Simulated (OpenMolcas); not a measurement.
# Computed transition rates of S4+

```yaml
Program: OpenMolcas 26.06
Method: "MS-CASPT2, IPEA 0.25 Eh, imaginary shift 0.1 Eh (closed shells correlated: 2s 2p)"
Basis: ANO-RCC [8s7p5d4f2g]
Scalar_Hamiltonian: DKH2, point nucleus
Active_space: 2 electrons in 8 orbitals (3s 3p 4s 4p)
State_averaging: 2S+1 = 3 even, 3 roots; 2S+1 = 1 even, 7 roots; 2S+1 = 3 odd, 3 roots; 2S+1 = 1 odd, 3 roots
Spin-orbit_coupling: state interaction with AMFI integrals over the reference wave functions, term energies averaged over their components
```

Rates come from the transition moments of the reference wave functions (E1 and E2 in the length form). At fixed line strength A goes as λ^-3 for E1 and M1 and as λ^-5 for E2, so a rate at the computed wavelength can be rescaled to the measured one. Measured vacuum wavelengths follow from level energies in NIST levels in Podobedova, Kelleher and Wiese, J. Phys. Chem. Ref. Data 38, 171 (2009); Martin, Zalubas and Musgrove, J. Phys. Chem. Ref. Data 19, 821 (1990). Branching counts decays inside the model space alone, at computed energies, and the table is only a selection of the E1 lines, drawn from those between levels with measured partners whose computed energy lies within a factor of 1.5 of the measured one.

```json
{"Upper": "3p2 1S0", "Lower": "3s 3p 1P* 1", "Type": "E1", "λ computed (nm)": "92.72", "λ measured (nm)": "92.42", "A computed (s-1)": "7.03e+09", "A rescaled (s-1)": "7.10e+09", "Branching %": "100.0"}
{"Upper": "3p2 3P0", "Lower": "3s 3p 3P* 1", "Type": "E1", "λ computed (nm)": "85.27", "λ measured (nm)": "85.78", "A computed (s-1)": "4.98e+09", "A rescaled (s-1)": "4.89e+09", "Branching %": "100.0"}
{"Upper": "3p2 3P2 [75 %]", "Lower": "3s 3p 3P* 2", "Type": "E1", "λ computed (nm)": "84.82", "λ measured (nm)": "85.48", "A computed (s-1)": "2.83e+09", "A rescaled (s-1)": "2.76e+09", "Branching %": "69.3"}
{"Upper": "3p2 3P1", "Lower": "3s 3p 3P* 2", "Type": "E1", "λ computed (nm)": "85.51", "λ measured (nm)": "86.05", "A computed (s-1)": "2.06e+09", "A rescaled (s-1)": "2.02e+09", "Branching %": "41.1"}
{"Upper": "3p2 3P1", "Lower": "3s 3p 3P* 0", "Type": "E1", "λ computed (nm)": "84.77", "λ measured (nm)": "85.22", "A computed (s-1)": "1.69e+09", "A rescaled (s-1)": "1.66e+09", "Branching %": "33.8"}
{"Upper": "3p2 3P1", "Lower": "3s 3p 3P* 1", "Type": "E1", "λ computed (nm)": "85.01", "λ measured (nm)": "85.49", "A computed (s-1)": "1.26e+09", "A rescaled (s-1)": "1.24e+09", "Branching %": "25.1"}
{"Upper": "3p2 3P2 [75 %]", "Lower": "3s 3p 3P* 1", "Type": "E1", "λ computed (nm)": "84.33", "λ measured (nm)": "84.92", "A computed (s-1)": "9.38e+08", "A rescaled (s-1)": "9.19e+08", "Branching %": "22.9"}
{"Upper": "3p2 1D2 [75 %]", "Lower": "3s 3p 3P* 2", "Type": "E1", "λ computed (nm)": "85.62", "λ measured (nm)": "91.25", "A computed (s-1)": "9.35e+08", "A rescaled (s-1)": "", "Branching %": "43.4"}
{"Upper": "3p2 1D2 [75 %]", "Lower": "3s 3p 1P* 1", "Type": "E1", "λ computed (nm)": "138.2", "λ measured (nm)": "150.2", "A computed (s-1)": "8.79e+08", "A rescaled (s-1)": "6.85e+08", "Branching %": "40.8"}
{"Upper": "3p2 1D2 [75 %]", "Lower": "3s 3p 3P* 1", "Type": "E1", "λ computed (nm)": "85.12", "λ measured (nm)": "90.62", "A computed (s-1)": "3.40e+08", "A rescaled (s-1)": "", "Branching %": "15.8"}
{"Upper": "3p2 3P2 [75 %]", "Lower": "3s 3p 1P* 1", "Type": "E1", "λ computed (nm)": "136.1", "λ measured (nm)": "135.1", "A computed (s-1)": "3.20e+08", "A rescaled (s-1)": "", "Branching %": "7.8"}
```

Spin-changing lines and M1 lines between different terms are not rescaled, since their strength hangs on the term gaps too.

The largest correction is for 3p2 1D2 [75 %] → 3s 3p 1P* 1 (E1): 8.79e+08 × (138.2 / 150.2)^3 = 6.85e+08 s-1, a factor of 0.78.

The computed rate and branching of 3p2 3P0 → 3s 3p 3P* 1 give the upper level a radiative lifetime of 1.000 / 4.98e+09 s-1 = 2.01e-10 s, counting decays inside the model space alone. The rescaled rate gives about 2.0e-10 s.

The computed order of these levels differs from the measured one in 1 place, and where term gaps are wrong the rates of spin-changing lines can be off by large factors.

No measured rate stands beside these. Rescaling mends the energy factor alone: line strengths can still be far off where a level mixes with configurations outside the active space, and weak or spin-changing lines hang on small mixing coefficients that depend on the term gaps too, so rescaling need not improve them.

Term energies are means over components that CASPT2 splits; among the terms shown or strongly mixed into the levels shown the widest spread is 250 cm-1 (3p2 1D). Over all roots computed the reference weight is 0.90 to 0.99; the roots of lowest weight are the least certain, and an intruder state may touch them. Some levels mix across a computed gap that differs much from the measured one, so their mixing is not that of the real levels. Active for correlation alone: 4p 4s; no level in the range computed is led by a configuration that fills them, so any true level of that kind is missing. The ¹D term of p² mixes with s d, which this space lacks. The CASPT2 spread within a term exceeds the gap to the next term for 3p2 1D and 3p2 3P, so the order of their levels is uncertain, and so are names and mixing where such terms share a J. Computed and measured levels are paired by configuration, term and J; levels that our copy of the source lacks, or whose pairing is in doubt (as where it misses far off the trend of its configuration), stay unpaired. Only configurations of the active space appear.

A share in square brackets marks a mixed level and gives the weight of the term that names it. * marks odd parity.
